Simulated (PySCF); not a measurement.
Electronic structure of V(3+) (vanadium, charge +3) at the PBEsol level

Configuration: [Ar] 3d2, high-spin 3F determinant. All numbers are calculated (PySCF 2.14, no relativity, point nucleus, in dyall-av2z (16s12p7d2f, 101 functions)).

- Total energy: -940.758 hartree
- One-electron energy: -1266.495 hartree
- Hartree (Coulomb) energy: 368.748 hartree
- Exchange-correlation energy: -43.011 hartree
- Kinetic energy: 939.89712 hartree
- ⟨S²⟩: 2.0002
- ⟨L²⟩: 12.002
- Sum of ⟨r⟩: 12.61 bohr
- Sum of ⟨r²⟩: 13.21 bohr²
- Density at the nucleus (Gaussians lack the cusp): 8060 bohr⁻³
- Spin density at the nucleus: -0.430 bohr⁻³
- Langevin diamagnetic susceptibility: -10.5 ×10⁻⁶ cm³/mol

```tsv
shell	electrons	mean orbital energy (hartree)	rms radius, mean of both spins (bohr)
1s β	1	-196.74906	0.0777
1s α	1	-196.74867	0.0777
2s α	1	-23.13604	0.338
2s β	1	-23.10484	0.338
2p α	3	-19.72127	0.305
2p β	3	-19.69756	0.305
3s α	1	-3.79583	1.01
3s β	1	-3.71738	1.01
3p α	3	-2.86070	1.08
3p β	3	-2.78325	1.08
3d α	2	-1.41075	1.30
```
